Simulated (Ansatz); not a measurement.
Calculated with Ansatz (gas phase, PBE0-D4/def2-TZVP geometries, no zero-point term in ΔE). CBS: MP2 limit from def2 TZ/QZ plus the TZ coupled-cluster correction, frozen cores. This one scheme is used for every species. Functionals use def2-TZVPP. def2 core potentials past Kr. For Ge, In outer-core shells are correlated without core-valence functions, which leaves a few kJ/mol of doubt a bond. Scalar relativity is left out up to krypton.

`[Cl][In]([Cl])[GeH3]` + difluoromethane → `F[CH](F)[GeH3]` + `[Cl][InH][Cl]`  (formal exchange of groups at a Ge–In bond)

| species | ωB97M-V energy (Eh) |
| --- | --- |
| `[Cl][In]([Cl])[GeH3]` | -3189.26666 |
| `FCF` | -239.02308 |
| `F[CH](F)[GeH3]` | -2317.09048 |
| `[Cl][InH][Cl]` | -1111.16103 |

**Question.** Work out ΔE.

**Answer.** ΔE = (-2317.09048) + (-1111.16103) − (-3189.26666) − (-239.02308) = 0.03823 Eh = +24.0 kcal/mol. CCSD(T)/CBS gives +25.9 kcal/mol.

Largest T1 diagnostic among the species: 0.013.

From BLYP to BHLYP (50 % exact exchange), in def2-TZVPP and without D4, ΔE moves by +1.0 kcal/mol. Leaving LDA and LC-ωPBE aside and taking each functional with its dispersion term where it has one, the values, not all of them listed here, spread over 4.4 kcal/mol, from B97M-V to BHLYP-D4. LDA lies −1.6 kcal/mol from PBE without D4.
